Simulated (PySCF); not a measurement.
## Dipole response of Hg³⁺ (mercury, charge +3)

[Xe] 4f14 5d9, 2D determinant. All numbers are calculated (PySCF 2.14, scalar relativity through the core potential, in aug-cc-pVTZ-PP with one added diffuse shell each of s, p, d, f, g type with ECP60MDF (7s7p6d4f3g, 113 functions)). Coupled (time-dependent) response in atomic units; α is the mean over directions.

```json
{"method": "wB97X-V", "mean α (bohr³)": "5.648", "α xx, yy, zz": "5.567, 5.567, 5.810", "C₆ (like pair)": "32.48", "S(−4)": "4.838"}
```

S(−4) is the Cauchy moment in α(ω) = α(0) + S(−4) ω² + …

Spin-orbit coupling is absent.

α(iu) at wB97X-V:

```tsv
u (hartree)	α(iu) (bohr³)
0	5.648
0.0500	5.636
0.100	5.600
0.200	5.465
0.300	5.263
0.500	4.751
0.750	4.084
1.00	3.490
1.50	2.572
2.00	1.940
3.00	1.184
5.00	0.5505
```

A single London oscillator, α(iu) = α/(1 + u²/ω²), gives C₆ = (3/4) ω α². Matching the computed C₆ needs ω = 4 × 32.48 / (3 × 5.648²) = 1.36 hartree.

For an ion, C₆ is the dispersion term alone; charge-induced terms of lower order in 1/R come first.

The components differ because the open shell of this determinant is not spherical; for a pure term their mean is the scalar polarisability.

Energies and moments cover only the electrons outside the core potential. Spin-orbit coupling, absent here, splits the open shell strongly.
